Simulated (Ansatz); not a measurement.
Start from `CC(=N)BCl` and change one atom or group to get `C[C](=N)[GeH3]`.

Ansatz, PBE0-D4/def2-TZVP geometries, multiplicity 1. Each molecule was computed in one conformer, which needn't be the lowest.

Scalar relativity is left out up to krypton.

| property | `CC(=N)BCl` |
| --- | --- |
| size of the dipole moment (ωB97M-V/def2-TZVPP) / D | 2.19 |
| HOMO energy (B3LYP/def2-TZVPP) / eV | -7.45 |
| LUMO energy (PBE/def2-TZVPP) / eV | -3.33 |
| size of the dipole moment (B3LYP/def2-TZVPP) / D | 2.19 |
| size of the dipole moment (PBE/def2-TZVPP) / D | 2.21 |
| LUMO energy (PBE0/def2-TZVPP) / eV | -2.35 |

Question: Give the same properties after the change, and the shifts. (Estimate.)

Answer: The calculation gave: 
| property | `C[C](=N)[GeH3]` | shift |
| --- | --- | --- |
| size of the dipole moment (ωB97M-V/def2-TZVPP) / D | 1.65 | -0.54 |
| HOMO energy (B3LYP/def2-TZVPP) / eV | -6.89 | 0.56 |
| LUMO energy (PBE/def2-TZVPP) / eV | -1.59 | 1.74 |
| size of the dipole moment (B3LYP/def2-TZVPP) / D | 1.57 | -0.62 |
| size of the dipole moment (PBE/def2-TZVPP) / D | 1.42 | -0.79 |
| LUMO energy (PBE0/def2-TZVPP) / eV | -0.50 | 1.85 |

With PBE0 the HOMO rises by 0.59 eV and the LUMO rises by 1.85 eV, so the gap widens by about 1.26 eV. PBE moves the HOMO by 0.41 eV and ωB97M-V by 0.69 eV. Dipoles are sizes alone; their direction can turn.

B3LYP here is the variant with VWN-RPA as its local correlation; programs differ in this.
